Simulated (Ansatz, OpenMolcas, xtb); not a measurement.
# Ligand exchange: SiH3(CH3) + GeH3(SH) → SiH3(SH) + GeH3(CH3)

Species: SiH3(CH3) (methylsilane), singlet; GeH3(SH), singlet; SiH3(SH) (sulfanylsilane), singlet; GeH3(CH3), singlet. The partners trade CH3 for SH: Si–CH3 and Ge–SH bonds give way to Si–SH and Ge–CH3.

Shapes, held fixed at every level: PBE0-D4/def2-TZVP. Programs: Ansatz 0.2.0, OpenMolcas 26.06, xtb 6.7.1, xtb 6.7.1 later snapshot. A level may come from different programs for different species; with the same settings they agree closely. The zero-point and thermal change to 298 K, harmonic and unscaled (PBE0-D4/def2-TZVP), is +0.3 kJ/mol.

Question: Estimate ΔH(298 K) of this reaction.

Answer: The highest level, CCSD(T)/def2-TZVPP, gives ΔH(298 K) = -0.3 kJ/mol; the levels span -0.3 to +8.4. That is about zero within the method's error. They disagree on the sign: 7 of 8 are positive. The column of differences is taken from that level and isn't an error. No measured value is set beside it here. Relativity is left out for Ge unless named. Correlated rows may include outer-core shells of Ge, which these sets cover unevenly.

| level | kind | ΔH(298 K) (kJ/mol) | less CCSD(T)/def2-TZVPP |
| --- | --- | --- | --- |
| GFN1-xTB | semi-empirical | +6.4 | +6.7 |
| HF/def2-TZVPP | Hartree–Fock | +4.9 | +5.2 |
| B3LYP/6-31G* (spherical functions) | global hybrid | +8.4 | +8.7 |
| wB97M-V/def2-TZVPP | range-separated hybrid | +2.3 | +2.6 |
| B2PLYP/def2-TZVPP | double hybrid | +1.9 | +2.2 |
| MP2/def2-SVP | perturbation theory | +3.4 | +3.7 |
| CCSD/def2-SVP | coupled cluster or CI | +4.3 | +4.6 |
| CCSD(T)/def2-TZVPP | coupled cluster or CI | -0.3 | 0.0 |
